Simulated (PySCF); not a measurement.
C³⁺: interval between two levels

C³⁺ [He] 2s1 [2S1/2, M_J = 1/2] → C³⁺ [He] 3d1 [2D5/2, M_J = 5/2], as a difference of total energies. Calculation: PySCF 2.14, in x2c-TZVPall-2c with one added diffuse shell each of s, p, d type (6s4p3d1f, 40 functions); the two-component X2C-1e Hamiltonian. Correlated levels: 1s2 frozen. "Screened" scales the spin-orbit matrix elements by Boettger's factors to mimic the two-electron term; Breit and QED terms are absent.

| method | interval between two levels (cm⁻¹) |
| --- | --- |
| GHF (spin-free) | 325070 |
| GMP2 (spin-free) | 325070 |
| GCCSD (spin-free) | 325070 |
| GCCSD(T) (spin-free) | 325070 |
| GHF (screened spin-orbit) | 325080 |
| GMP2 (screened spin-orbit) | 325080 |
| GCCSD (screened spin-orbit) | 325080 |
| GCCSD(T) (screened spin-orbit) | 325080 |
